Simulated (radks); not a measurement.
Values are calculated unless marked as measured or tabulated.
Q: Ce3+, 55 electrons, occupied as [Xe] 4f1. Level of theory: Dirac Kohn-Sham, Slater X-alpha with alpha = 1.041, spin-unpolarised, spherical densities, finite nucleus; open shells fill j = l - 1/2 first; Fermi nuclear charge, rms radius 4.8771 fm (a radial shooting solver on a logarithmic mesh with Libxc functionals).

Spin-orbit splittings of the eigenvalues, e(l+1/2) - e(l-1/2), with zeta = 2 splitting/(2l+1) and mean radii in bohr:

shell  occ.  splitting (eV)  zeta (eV)  <r> j=l-1/2  <r> j=l+1/2
2p        6           453.9      302.6      0.08747      0.09366
3p        6           90.07      60.05       0.2656       0.2777
3d       10               ?          ?       0.2483       0.2521
4p        6           19.61      13.07       0.6464       0.6731
4d       10           3.515      1.406       0.7215       0.7308
4f        1          0.4219     0.1206       0.9520       0.9590
5p        6           3.225      2.150        1.601        1.667

Estimate the 3d splitting.

A: 19.57 eV (zeta = 7.830 eV).
